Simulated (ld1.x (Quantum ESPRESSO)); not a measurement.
# Transferability test, ultrasoft potential for arsenic (As)

```
Element                 : arsenic
Generator               : ld1.x (Quantum ESPRESSO) 7.5
Type                    : ultrasoft
Functional              : PBE
Relativity              : scalar-relativistic
Frozen core             : [Ne]
Valence charge          : 23
Reference configuration : 3s2 3p6 3d10 4s2 4p2 (charge +1)
Partial waves           : 3s (bound): rcut 0.80, rcutus 0.95 bohr; 4s (bound): rcut 0.80, rcutus 0.95 bohr; 3p (bound): rcut 1.00, rcutus 1.15 bohr; 4p (bound): rcut 1.00, rcutus 1.15 bohr; 3d (bound): rcut 0.80, rcutus 1.05 bohr; 3d channel at -1 Ry: rcut 0.80, rcutus 1.05 bohr
Local potential         : all-electron potential smoothed inside 0.80 bohr (lloc = -1)
Core correction         : none
Augmentation charge     : PSQ, inside the norm-conserving radii
```

Energies are relative to the spin-unpolarised reference configuration 3s2 3p6 3d10 4s2 4p2; without spin polarisation the order of configurations can differ from experiment. The frozen-core shift is the all-electron ΔE with the core orbitals held at their reference shape minus the fully relaxed ΔE.

Its overlap operator is not positive definite in a basis up to 400 Ry (lowest eigenvalue p -1.73), so the file is unfit for use: the generalised eigenproblem breaks down once the basis is large enough, and its test numbers describe a broken file.

| valence configuration | charge | ΔE all-electron (eV) | error AE − PS (meV) | frozen-core shift (meV) |
| --- | --- | --- | --- | --- |
| 3s2 3p6 3d10 4s2 4p3 | 0 | -9.149 | -6.3 | -0.6 |
| 3s2 3p6 3d10 4s2 4p1 | +2 | 17.918 | -31 | +1.4 |
| 3s2 3p6 3d10 4s2 4p0 | +3 | 45.621 | -213 | +3.6 |
| 3s2 3p6 3d10 4s0 4p5 | 0 | 9.907 | -266 | +0.2 |
| 3s2 3p6 3d10 4s1 4p4 | 0 | 0.268 | -89 | -0.1 |
| 3s2 3p5 3d10 4s2 4p3 | +1 | 135.259 | -658 | +33 |
| 3s2 3p6 3d10 4s2 4p3.3 | -0.3 | -10.383 | -8.3 | -0.7 |

Levels in the configuration 3s2 3p6 3d10 4s0 4p5:

```
level  all-electron (eV)  pseudo (eV)
   3s           -193.621     -194.354
   3p           -136.978     -137.815
   3d            -43.860      -44.674
   4p             -6.433       -6.406
```

A variational frozen-core shift is positive and of second order in the change. This column holds negative values, so the frozen-core run of ld1.x carries numerical noise or an error of first order here, and the column gives no more than the rough size of the effect.

The ghost test of this file was not conclusive.
